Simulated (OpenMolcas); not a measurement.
**Tc4+: moving or changing the point charges**

Tc4+ among 6 point charges of -1.7 e arranged as an octahedron (Oh), 2.25 Å from the ion.
```
   2.2500    0.0000    0.0000  -1.70
   0.0000    2.2500    0.0000  -1.70
  -2.2500    0.0000    0.0000  -1.70
   0.0000   -2.2500    0.0000  -1.70
   0.0000    0.0000    2.2500  -1.70
   0.0000    0.0000   -2.2500  -1.70
```

| Item | Value |
| --- | --- |
| Program | OpenMolcas 26.06 |
| Method | CASSCF |
| Basis | ANO-RCC-VDZP [6s5p3d1f] |
| Scalar Hamiltonian | DKH2, point nucleus |
| Active space | 3 electrons in 5 orbitals (4d) |
| State averaging | 2S+1 = 4 even, 10 roots; 2S+1 = 2 even, 40 roots |
| Spin-orbit coupling | state interaction with AMFI integrals over the reference wave functions |

Runs around this geometry, states (labels of O, the rotations of Oh). Energies in cm-1 above the lowest state or level, χT in cm3 K/mol; 10Dq and B are least-squares fits to the states below 45000 cm-1, weighted by degeneracy, with a free offset, and given where the rms deviation is under 5 % of |10Dq| (or 100 cm-1) and under 700 cm-1.

```
R (Å)  q (e)  Ground state  First state of that spin  10Dq  B (rms of fit)  First gap with spin-orbit (degeneracies)  χT at 300 K  First state of another spin
 2.25  -1.36           4A2                  4T2 3564  3681        903 (49)                               3452 (4, 4)        0.819                     2E 16368
 2.13   -1.7           4A2                  4T2 5783  5979        901 (77)                               5641 (4, 2)        1.127                     2E 16617
 2.25   -1.7           4A2                  4T2 4432  4582        903 (60)                               4318 (4, 4)        0.960                     2E 16492
 2.39   -1.7           4A2                  4T2 3302  3411        904 (46)                               3193 (4, 4)        0.770                     2E 16328
```

Taking |10Dq| as R^-n, n = -ln(3411 / 5979) / ln(2.39 / 2.13) = 4.9 between the shortest and longest distance. The point-charge formula for a cubic d site gives n = 5.

Scaling the charges by -1.36 / -1.7 = 0.80 scales |10Dq| by 3681 / 4582 = 0.80; with fixed orbitals a first-order splitting would follow the charge.

Without dynamic correlation the repulsion within the d shell is too large (B by tens of per cent), so at a given field states of lower spin stand too high. This field is weak: 10Dq is about 3681 cm-1, while octahedral complexes of 4d ions of charge 3 and more, computed by the same method with explicit ligands, had a median near 25000 cm-1. Ground spin and moment need not be those of a real site (figures for R = 2.25, q = -1.36; the like holds for R = 2.13, q = -1.7, R = 2.25, q = -1.7, R = 2.39, q = -1.7). This is an electrostatic model: the charges have no orbitals. No measured value stands beside these numbers.
